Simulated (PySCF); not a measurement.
Job for PySCF: R-BP86/6-31G* on C3H6O (SMILES C=CCO).

```python
from pyscf import gto, scf, dft, mp
from pyscf.data.elements import chemcore

mol = gto.M(
    atom='''
    C     1.39715484    0.69076882    0.00460623
    C     0.37611550    0.03508722    0.54190365
    C    -0.64787932   -0.71786352   -0.24774846
    O    -1.97087844   -0.23932620   -0.00326590
    H     2.11408925    1.22919153    0.61110148
    H     1.55652861    0.70421819   -1.06819965
    H     0.22831970    0.03917033    1.61814436
    H    -0.40346003   -0.67909198   -1.31616179
    H    -0.66681937   -1.76794012    0.05211612
    H    -1.98317071    0.70578573   -0.19249604
    ''',
    basis='6-31g*',
    cart=True,
    charge=0, spin=0, verbose=3, max_memory=1800)
mf = dft.RKS(mol, xc='b88,p86')
mf.conv_tol = 1e-8
mf.max_cycle = 100
mf.kernel()
if not mf.converged:
    mf = mf.newton().run(mf.mo_coeff, mf.mo_occ)
```

**Question.** Predict the final total energy.

**Answer.** -193.1023 hartree.
